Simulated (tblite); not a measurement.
Compound: C₇H₅F₅O.
Z-matrix (Å and degrees, GFN2-xTB geometry), rows numbered from 1:
```
F 
C   1  1.3334
C   2  1.3338  1  122.37
C   3  1.5036  2  122.07  1     0.12
C   4  1.5225  3  110.92  2   100.87
F   5  1.3432  4  112.64  3    65.13
F   5  1.3396  4  112.34  3   -54.80
F   5  1.3385  4  111.80  3  -175.01
C   3  1.5028  2  118.99  1  -176.99
F   9  1.4093  3  108.28  2   107.62
C   9  1.4955  3  110.59  2   -11.59
C  11  1.3266  9  121.67  3    11.62
O   2  1.3383  1  110.44  3   178.30
H   4  1.0923  3  110.35  2  -139.55
H   4  1.0915  3  110.77  2   -18.09
H   9  1.0973  3  112.47  2  -138.19
H  11  1.0757  9  117.53  3  -172.39
H  12  1.0784 11  124.52  9   177.18
```

All values are computed: GFN2-xTB (tblite) harmonic vibrations without scaling, gas phase. Errors from tens to a few hundred cm⁻¹ against measured bands are possible. One conformer, not necessarily the lowest.

Harmonic wavenumbers (cm⁻¹): 28.1, 45.6, 60.9, 103.1, 160.3, 207.1, 240.1, 260.3, 322.2, 347.1, 430.6, 450.2, 473.8, 476.6, 490.8, 539.4, 552.7, 583.2, 662.5, 765.7, 793.4, 816.4, 834.8, 870.6, 895.5, 906.3, 1000.8, 1020.7, 1070.8, 1073.6, 1150.0, 1169.3, 1174.0, 1187.4, 1213.7, 1247.0, 1270.1, 1289.9, 1300.3, 1322.8, 1425.1, 1692.4, 1734.7, 2912.5, 2992.3, 3004.9, 3107.7, 3137.6.

A = 1216, B = 586.7, C = 475.7 MHz; mass 200.026 u (most abundant isotopes); point group C1, symmetry number 1.

What is the zero-point energy?

Half the sum of the wavenumbers: 24407 cm⁻¹ = 69.78 kcal/mol.

Give the ideal-gas entropy at 273.15 K and 1 bar in the rigid-rotor, harmonic-oscillator model (classical rotation).

Translation 41.38, rotation 30.97, vibration 33.94: S = 106.3 cal/(mol K).

And Cp and H(273.15 K) − H(0)?

Cp = 41.79 cal/(mol K), of which vibrations give 33.84 (their classical limit is 48 R = 95.4); H(273.15 K) − H(0) = 6.86 kcal/mol without the zero-point energy, 4.69 from vibrations.

What must be added to the electronic energy to get the Gibbs energy at 273.15 K and 1 bar?

ZPE + [H(273.15 K) − H(0)] − T·S = 69.78 + 6.86 − 29.03 = 47.61 kcal/mol.

Blend soft modes into free rotors: weight 1/[1 + (100 cm⁻¹/ν̃)⁴] for the oscillator and the rest for a rotor with moment μB/(μ + B), μ = h/(8π²ν), B = 10⁻⁴⁴ kg m². What vibrational entropy results?

29.89 cal/(mol K) in place of 33.94, which changes −T·S at 273.15 K by +1.11 kcal/mol.

How do the functions run with temperature in this model?

```json
{"T (K)": "100", "S (cal/(mol K))": "76.7", "Cp (cal/(mol K))": "20.6", "H − H(0) (kcal/mol)": "1.46", "G − H(0) (kcal/mol)": "-6.21", "ln q(vib)": "2.87"}
{"T (K)": "200", "S (cal/(mol K))": "94.7", "Cp (cal/(mol K))": "32.9", "H − H(0) (kcal/mol)": "4.13", "G − H(0) (kcal/mol)": "-14.81", "ln q(vib)": "6.11"}
{"T (K)": "300", "S (cal/(mol K))": "110.3", "Cp (cal/(mol K))": "44.9", "H − H(0) (kcal/mol)": "8.03", "G − H(0) (kcal/mol)": "-25.08", "ln q(vib)": "9.28"}
{"T (K)": "500", "S (cal/(mol K))": "138.1", "Cp (cal/(mol K))": "63.9", "H − H(0) (kcal/mol)": "19.05", "G − H(0) (kcal/mol)": "-49.99", "ln q(vib)": "15.49"}
{"T (K)": "800", "S (cal/(mol K))": "171.9", "Cp (cal/(mol K))": "79.5", "H − H(0) (kcal/mol)": "40.84", "G − H(0) (kcal/mol)": "-96.71", "ln q(vib)": "24.13"}
{"T (K)": "1000", "S (cal/(mol K))": "190.3", "Cp (cal/(mol K))": "85.4", "H − H(0) (kcal/mol)": "57.37", "G − H(0) (kcal/mol)": "-132.98", "ln q(vib)": "29.32"}
```

q(vib) and H(0) count from the zero-point level.

Which modes carry the vibrational entropy at 273.15 K?

28.1 cm⁻¹: 5.79; 45.6 cm⁻¹: 4.83; 60.9 cm⁻¹: 4.26; 103.1 cm⁻¹: 3.22; 160.3 cm⁻¹: 2.38; 207.1 cm⁻¹: 1.91 cal/(mol K); the other 42 give 11.56 together.

Hindered rotation and anharmonicity are outside this model. Other conformers, if any are populated, would add a mixing term that is left out. The structure is chiral; the term R ln 2 for an equal mix with its mirror image is left out.
